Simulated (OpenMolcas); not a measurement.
Re5+ among 4 point charges of -2 e arranged as a tetrahedron (Td).

| Property | Result |
| --- | --- |
| Program | OpenMolcas |
| Method | SS-CASPT2, IPEA 0.25 Eh, imaginary shift 0.1 Eh (closed shells correlated: 4f 5s 5p) |
| Basis | ANO-RCC-VDZP [7s6p4d2f1g] |
| Scalar Hamiltonian | DKH2, point nucleus |
| Active space | 2 electrons in 5 orbitals (5d) |
| State averaging | 2S+1 = 3 even, 10 roots; 2S+1 = 1 even, 15 roots |
| Spin-orbit coupling | state interaction with AMFI integrals over the reference wave functions |

All point charges move together. At R = 2.06 Å the first state of the same spin is 3240 cm-1, and at R = 2.41 Å it is 1540 cm-1.

Task: A third run gives 2210 cm-1. What distance was it run at?

Result: With a power law R^-n the two known points give n = -ln(1540 / 3240) / ln(2.41 / 2.06) = 4.74. Then R = 2.06 × (3240 / 2210)^(1/4.74) = 2.233 Å. The run was at 2.27 Å, so the estimate is off by -0.037 Å.

Roots that are degenerate in the reference are averaged as groups; the widest CASPT2 spread within a group is 220 cm-1 (the 3-fold group of multiplicity 3 near 1540 cm-1 above the lowest state of its run, R = 2.41). Shifts and gaps below about the spread of the groups concerned are not significant. Free-ion shares, where given, are those of the reference states; single-state CASPT2 does not remix them. Spin-orbit coupling mixes the spin-free states strongly: the lowest level takes only 41 % from its leading state, 3T2, which lies 3242 cm-1 above the lowest spin-free state (figures for R = 2.06; the like holds for R = 2.27, R = 2.41). The ground term spreads over less than 5000 cm-1, several times less than with real ligands, so orbital moments are less quenched and χT lies further from the spin-only value than at real sites (holds for R = 2.27; R = 2.41). Point charges carry no covalency, so the field is a model and not that of real ligands. No measured value stands beside these numbers.
